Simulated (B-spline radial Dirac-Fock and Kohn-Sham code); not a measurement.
**EELS cross sections of the Pm L3 (2p3/2) edge**

System: atomic promethium, configuration 1s2 2s2 2p6 3s2 3p6 3d10 4s2 4p6 4d10 4f5 5s2 5p6 6s2. Calculated with an atomic code on a B-spline grid, using the first Born approximation with generalised oscillator strengths from a Dirac-Hartree-Slater potential (longitudinal and transverse terms; continuum final states only, so no white lines or fine structure). The edge is taken at 6459.0 eV (tabulated value).

Partial cross sections σ(β, Δ) in barn, integrated over a window Δ above the edge and up to the collection semi-angle β, for parallel illumination:

```
E₀ (kV)  β (mrad)  Δ = 25 eV  Δ = 50 eV  Δ = 100 eV  Δ = 200 eV  Δ = 300 eV
     60         5          ?          ?           ?           ?           ?
     60        10     0.0902      0.176       0.345       0.665       0.960
     60        20      0.347      0.679        1.33        2.56        3.70
     80        20      0.472      0.923        1.81        3.48        5.03
     80        50       2.11       4.13        8.10        15.7        22.8
    100         5     0.0413     0.0808       0.158       0.304       0.439
    100        20      0.590       1.15        2.26        4.36        6.30
    100        50       2.37       4.64        9.12        17.7        25.7
    120        10      0.198      0.387       0.757        1.46        2.10
    120        20      0.703       1.38        2.69        5.19        7.51
    200       100       4.44       8.76        17.3        33.8        49.6
    300         5      0.160      0.312       0.609        1.17        1.69
    300        20       1.51       2.96        5.81        11.2        16.3
    300       100       4.27       8.41        16.6        32.5        47.7
```

**Question.** Give the row for 60 kV and 5 mrad.

**Answer.** 0.0228 b for 25 eV, 0.0446 b for 50 eV, 0.0872 b for 100 eV, 0.168 b for 200 eV, 0.242 b for 300 eV.
